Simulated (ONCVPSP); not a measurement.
**Before and after: ONCV potential for zinc (Zn)**

- Element: Zn
- Generator: ONCVPSP 4.0.1
- Type: optimised norm-conserving Vanderbilt (ONCV)
- Functional: PBE
- Relativity: scalar-relativistic
- Frozen core: [Ne]
- Valence charge: 20
- Reference configuration: 3s2 3p6 3d10 4s1.5 4p0.5
- Partial waves: 3s+4s: rc 1.15 bohr, ncon 3, nbas 6, qcut 11.5 1/bohr, 2 projectors; 3p+4p: rc 1.00 bohr, ncon 4, nbas 7, qcut 15.1 1/bohr, 2 projectors; 3d: rc 1.10 bohr, ncon 4, nbas 9, qcut 15.5 1/bohr, 1 projector
- Local potential: polynomial inside 0.85 bohr (lpopt 5, dvloc0 3 Ha)
- Core correction: polynomial model core, fcfact 0.3

Change: core correction polynomial model core, fcfact 0.12.

Cutoffs: the cutoffs (Ha) at which the residual kinetic energy of the hardest occupied pseudo-wave falls to 1 and 0.1 mHa per electron; they do not see the model core or the augmentation charge, which bear on the density cutoff. Errors are all-electron minus pseudo energies relative to the spin-unpolarised reference configuration.

Question: What does the change do?

Answer: The potential gets neither clearly harder nor softer (89 Ha and 100 Ha → 89 Ha and 100 Ha); the errors of the 3 common tests hardly move; neither file shows a bound ghost. A model core, the more so a compact one, raises the density cutoff, which this test does not measure.

| quantity | base | changed |
| --- | --- | --- |
| cutoff, loose | 89 Ha | 89 Ha |
| cutoff, tight | 100 Ha | 100 Ha |
| bound ghosts | none | none |
| GHOST(+) flags under 300 eV | none | none |
| tests with a reliable result | 3 of 4 | 3 of 4 |
| error for 3s2 3p6 3d10 4s2 4p0, meV [ΔE -2.49 eV] | +0.2 | +0.3 |
| error for 3s2 3p6 3d10 4s1 4p0, meV [ΔE 7.40 eV] | -0.2 | -0.2 |
| error for 3s2 3p6 3d9 4s2 4p0, meV [ΔE 15.41 eV] | -0.2 | -0.1 |
| s: phases at 1.17 bohr within 0.05 rad from the reference energy up to (Ha; the scan ends near 5) | to the end of the scan | to the end of the scan |
| p: phases at 1.02 bohr within 0.05 rad from the reference energy up to (Ha; the scan ends near 5) | to the end of the scan | to the end of the scan |
| d: phases at 1.12 bohr within 0.05 rad from the reference energy up to (Ha; the scan ends near 5) | 3.0 | 3.0 |
| rms error of d²Exc/dni dnj with the model core, mHa | 1.43 | 1.39 |
